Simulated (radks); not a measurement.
Results of a calculation; reference values are marked as such.
The potassium ion K+ inside a hard spherical wall (all orbitals vanish at R), configuration held at [Ar] and not refilled when levels cross. Code: a radial shooting solver on a logarithmic mesh with Libxc functionals. Model: non-relativistic Kohn-Sham, LDA (Slater exchange, Perdew-Wang correlation), spin-unpolarised, spherical densities, point nucleus. Eigenvalues in eV, with the zero of energy where the potential of the charges vanishes at infinity; a dash marks a level that is unbound or too diffuse for the functional's potential to be trusted. A positive occupied level is held by the wall or, in an anion where self-interaction has pushed it up, behind a barrier. The pressure on the wall is -dE/dV.

R (bohr),E (hartree),kinetic (hartree),e(2s),e(2p),e(3s),e(3p),"e(4s, empty)","e(3d, empty)",pressure (GPa)
free,-598.03273,597.020,-355.56,-286.03,-41.031,-24.985,-6.090,-3.940,0
15,-598.03273,597.020,-355.56,-286.03,-41.031,-24.985,-6.089,-3.939,< 0.0001
12,-598.03273,597.020,-355.56,-286.03,-41.031,-24.985,-6.086,-3.936,< 0.0001
8,-598.03273,597.020,-355.56,-286.03,-41.031,-24.985,-5.884,-3.844,0.000154
6,-598.03248,597.023,-355.54,-286.01,-41.018,-24.972,-4.731,-3.485,0.0409
5,-598.02977,597.052,-355.41,-285.88,-40.926,-24.875,-2.480,-2.874,0.678
4,-597.99945,597.304,-354.49,-284.94,-40.286,-24.181,4.266,-1.067,11.7
3.5,-597.92235,597.830,-352.82,-283.25,-39.152,-22.917,12.332,1.170,50.6
2.5,-596.78780,603.436,-339.54,-269.67,-29.450,-11.924,61.985,15.573,1150
2,-593.64363,615.276,-318.76,-248.23,-10.573,8.878,140.53,38.194,6640
1.5,-581.08196,652.635,-272.69,-199.94,51.351,72.970,352.99,96.366,50400
